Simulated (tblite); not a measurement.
Species: C4H7OPSi.
SMILES with atom numbers: `[CH:1]#[C:2][P@@:3]1(=[O:4])[CH2:5][C@H:6]1[SiH3:7]` (hydrogens: H8 on C1; H9, H10 on C5; H11 on C6; H12, H13, H14 on Si7)

Structure optimised with GFN2-xTB, isolated species.

(1) Give the optimised bond lengths and angles.

## Answers

(1) 
```
                     bond  length (Å)
                    C1≡C2       1.201
                    C2–P3       1.758
                    P3=O4       1.468
                    P3–C5       1.801
                    C5–C6       1.568
                   C6–Si7       1.882
                    P3–C6       1.802
                    C1–H8       1.052
                    C5–H9       1.080
                   C5–H10       1.083
                   C6–H11       1.086
Si7–H12, Si7–H13, Si7–H14       1.463
```

Bonds in one row agree within 0.01 Å and their mean is given. A selection of angles:
```
      angle  degrees
   C2–C1–H8    178.2
   C1–C2–P3    175.3
   C2–P3–O4    117.5
   C2–P3–C5    110.1
   C2–P3–C6    111.8
   O4–P3–C5    124.3
   O4–P3–C6    124.8
   C5–P3–C6     51.6
   P3–C5–C6     64.2
   P3–C5–H9    120.8
  P3–C5–H10    117.7
   C6–C5–H9    115.8
  C6–C5–H10    116.2
  H9–C5–H10    113.4
  C5–C6–Si7    117.2
  C5–C6–H11    112.9
 Si7–C6–H11    115.8
   P3–C6–C5     64.2
  P3–C6–Si7    124.5
  P3–C6–H11    111.9
 C6–Si7–H12    108.6
 C6–Si7–H14    106.7
H12–Si7–H13    110.8
H13–Si7–H14    109.8
```

Torsions: C2–P3–C5–C6 102° (anticlinal); P3–C5–C6–Si7 -117° (anticlinal); C2–P3–C6–C5 -99° (anticlinal).

Of the pairs four or more bonds apart, C2···H13 is among the closest relative to their van der Waals radii: 3.01 Å, 104 % of the sum of Bondi's values. P3 (phosphoryl phosphorus) has angles from 51.6° to 124.8°. The C–C distances run from 1.201 Å (C1≡C2, drawn triple) to 1.568 Å (C5–C6, drawn single), a spread of 0.367 Å. The 3 C–P bonds span 1.758 Å (C2–P3, drawn single) to 1.802 Å (P3–C6, drawn single), a spread of 0.044 Å. The 3-membered ring P3–C5–C6 has internal angles of 51.6° to 64.2°. Si7 (SiH3 silicon) is tetrahedral (angles from 106.7° to 111.5°).

Point group: C1 (no symmetry element, even within 0.4 Å). Its GFN2-xTB frequencies are all real (lowest 68 cm⁻¹).

All values are computed, not measured.
